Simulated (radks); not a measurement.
The sulfur anion S-, [Ne] 3s2 3p5, held by a Watson sphere: a shell of charge +1 at radius R that stands for the Madelung well of a crystal (potential energy -1/R inside, -1/r outside, in hartree with lengths in bohr). All-electron calculation, non-relativistic Kohn-Sham, PBEsol, spin-polarised, spherical densities, point nucleus; open shells are filled with parallel spins first. Program: a radial shooting solver on a logarithmic mesh with Libxc functionals. Response by self-consistent Sternheimer equations with the Hartree and adiabatic LDA kernel. The sphere does not respond.

R (bohr)  e(3s down) (eV)  e(3p up) (eV)  e(3p down) (eV)  <r> 3p (bohr)  sum of <r^2> (bohr^2)  X-ray form factor at sin(theta)/lambda = 0.2 1/angstrom  alpha (bohr^3)
2.63              -16.223         -7.290           -6.570          2.177                  37.13                                                   11.180           27.62
3.07              -15.573         -6.712           -6.009          2.230                  38.73                                                   11.131           31.96
3.85              -14.589         -5.768           -5.080          2.301                  40.91                                                   11.096           40.17
4.16              -14.252         -5.434           -4.750          2.323                  41.58                                                   11.091           43.46
4.26              -14.149         -5.331           -4.648          2.329                  41.78                                                   11.090           44.51
